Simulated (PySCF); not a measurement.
A structure optimised at PBE-D3(BJ)/def2-SVP, used in a PySCF frequency run:

```
C
N 1 1.2885
C 1 1.5344 2 125.85
H 3 1.1127 1 108.98 2 -123.27
H 3 1.1128 4 104.71 1 116.46
Si 2 1.7987 1 118.39 3 0.02
H 6 1.5035 2 109.14 1 120.84
H 6 1.5035 7 108.52 2 -118.83
Si 1 1.9257 2 113.82 6 179.90
H 9 1.5021 1 108.78 2 58.90
H 9 1.5023 10 109.63 1 118.75
H 9 1.5078 10 109.04 11 119.22
Si 3 1.9312 4 111.66 5 120.95
H 13 1.5040 3 111.28 4 -119.37
H 13 1.5040 14 109.30 3 -123.29
```

Question: Write its SMILES and formula.

Answer: [SiH3]C1=N[SiH2][SiH2]C1, C₂H₉NSi₃

Question: What are its rotational constants (standard atomic weights)?

Answer: 3.3176, 1.1386, 0.87906 GHz
